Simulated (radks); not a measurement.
Values are calculated unless marked as measured or tabulated.
Zr XX, 21 electrons, occupied as [Ne] 3s2 3p5 3d4 (not the ground configuration).

Code: a radial shooting solver on a logarithmic mesh with Libxc functionals. Model: Dirac Kohn-Sham, exchange-only PBE, spin-unpolarised, spherical densities, point nucleus; open shells fill j = l - 1/2 first.

Energy parts (hartree):
| part | energy |
|---|---|
| total | -3397.11614 |
| kinetic | 3519.69191 |
| electron-nucleus | -7674.10390 |
| Hartree | 847.86715 |
| exchange | -90.57130 |

Orbitals (lengths in bohr, moments of r in powers of bohr; r(max) is where P^2 peaks):
| orbital | occ. | eigenvalue (hartree) | <r^2> | <r^4> | r(max) | small-component weight |
|---|---|---|---|---|---|---|
| 1s1/2 | 2 | -680.0657 | 0.001852 | 8.869e-06 | 0.02414 | 2.12e-02 |
| 2s1/2 | 2 | -115.4822 | 0.03076 | 0.001625 | 0.1368 | 4.35e-03 |
| 2p1/2 | 2 | -107.9595 | 0.02331 | 0.001085 | 0.1067 | 4.34e-03 |
| 2p3/2 | 4 | -104.7766 | 0.02465 | 0.001199 | 0.1104 | 4.21e-03 |
| 3s1/2 | 2 | -36.13479 | 0.2054 | 0.06296 | 0.3911 | 1.34e-03 |
| 3p1/2 | 2 | -33.38801 | 0.1974 | 0.06064 | 0.3755 | 1.30e-03 |
| 3p3/2 | 3 | -32.76125 | 0.2047 | 0.06498 | 0.3831 | 1.27e-03 |
| 3d3/2 | 4 | -28.21698 | 0.1712 | 0.05109 | 0.3144 | 1.17e-03 |
| 3d5/2 | 0 | -28.08780 | 0.1731 | 0.05213 | 0.3164 | 1.17e-03 |
| 4s1/2 | 0 | -16.97611 | 0.8339 | 0.9597 | 0.8481 | 5.61e-04 |
| 4p1/2 | 0 | -15.91074 | 0.8562 | 1.026 | 0.8558 | 5.40e-04 |
| 4p3/2 | 0 | -15.71452 | 0.8776 | 1.077 | 0.8676 | 5.32e-04 |

The highest occupied level is 3d3/2 at -767.82 eV. The density falls to 0.001 e/bohr^3 at r = 1.22 bohr.
